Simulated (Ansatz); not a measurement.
`C=C[Si](O)(O)F` and `O[Si](O)(F)[SiH2]F` differ in one atom or group.

Ansatz, PBE0-D4/def2-TZVP geometries, multiplicity 1. Each molecule was computed in one conformer, which needn't be the lowest.

```json
{"property": "LUMO energy (PBE/def2-TZVPP) / eV", "`C=C[Si](O)(O)F`": "-1.60"}
{"property": "HOMO–LUMO gap (B3LYP/def2-TZVPP) / eV", "`C=C[Si](O)(O)F`": "7.22"}
{"property": "HOMO energy (PBE0/def2-TZVPP) / eV", "`C=C[Si](O)(O)F`": "-8.28"}
{"property": "size of the dipole moment (PBE/def2-TZVPP) / D", "`C=C[Si](O)(O)F`": "1.16"}
{"property": "LUMO energy (B3LYP/def2-TZVPP) / eV", "`C=C[Si](O)(O)F`": "-0.80"}
{"property": "HOMO energy (PBE/def2-TZVPP) / eV", "`C=C[Si](O)(O)F`": "-7.12"}
```

Problem. Give the same properties after the change, and the shifts. (Best estimate.)

Solution. Ansatz gave: 
| property | `O[Si](O)(F)[SiH2]F` | shift |
| --- | --- | --- |
| LUMO energy (PBE/def2-TZVPP) / eV | -1.59 | 0.01 |
| HOMO–LUMO gap (B3LYP/def2-TZVPP) / eV | 7.35 | 0.13 |
| HOMO energy (PBE0/def2-TZVPP) / eV | -8.46 | -0.18 |
| size of the dipole moment (PBE/def2-TZVPP) / D | 1.58 | 0.42 |
| LUMO energy (B3LYP/def2-TZVPP) / eV | -0.92 | -0.12 |
| HOMO energy (PBE/def2-TZVPP) / eV | -7.11 | 0.01 |

With PBE0 the HOMO falls by 0.18 eV and the LUMO falls by 0.13 eV, so the gap widens by about 0.05 eV. PBE moves the HOMO by 0.01 eV and ωB97M-V by 0.00 eV. The zero-point energy changes by -59.0 kJ/mol with -3 modes. Dipoles are sizes alone; their direction can turn.

B3LYP here is the variant with VWN-RPA as its local correlation; programs differ in this.
